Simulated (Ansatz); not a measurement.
`CCOC[SiH3]` → `CCO[SiH3]` + `[CH2]` (triplet) at 400 K and 1 bar (formal loss of a carbene).

Program: Ansatz. Geometries: PBE0-D4/def2-TZVP. ΔE: electronic, gas phase. CBS: MP2 limit from def2 TZ/QZ plus the TZ coupled-cluster correction, frozen cores. This one scheme is used for every species. Triplets are unrestricted, without spin–orbit coupling. One conformer a species, not always the lowest.

```csv
species,CCSD(T)/CBS energy (Eh),H − E (kJ/mol),S (J/(mol·K))
`CCOC[SiH3]`,-484.40070,359.1,398.5
`CCO[SiH3]`,-445.19614,281.3,362.0
`[CH2]` (triplet),-39.09499,59.0,205.7
```

H − E and S are ideal-gas, rigid-rotor, harmonic terms from PBE0-D4/def2-TZVP, for one conformer and one mirror image of each species, with the whole ground term of open shells counted as degenerate. 1 Eh = 2625.50 kJ/mol, R = 8.31446 J/(mol·K).

Problem. By hand: ΔE, ΔH, ΔS and ΔG.

Solution. ΔE = (-445.19614) + (-39.09499) − (-484.40070) = 0.10957 Eh = 287.7 kJ/mol. Δ(H − E) = 281.3 + 59.0 − 359.1 = -18.8, so ΔH = 268.9 kJ/mol. ΔS = 362.0 + 205.7 − 398.5 = 169.2 J/(mol·K). ΔG = 268.9 − 400 × (169.2)/1000 = 201.2 kJ/mol.

Problem. By hand: the equilibrium constant, and the temperature at which ΔG would vanish if ΔH and ΔS stayed fixed.

Solution. log₁₀ K = −ΔG/(RT ln 10) = -26.3. ΔG = 0 at ΔH/ΔS = 1589 K.

The number of gas molecules changes by +1, which sets the sign of ΔS. A doubt of 5 kJ/mol in ΔE shifts log₁₀ K by 0.7 here. Other conformers and mirror images would add mixing entropy, several J/(mol·K) or more a flexible species. Modes under 60 cm⁻¹, often nearly free rotors, make the harmonic entropy too high. A triplet takes part, so the spin changes. These are equilibria of isolated gas molecules and say nothing of rates. Largest T1 diagnostic: 0.011 (customary marks: 0.02 for closed shells, 0.045 for open ones).
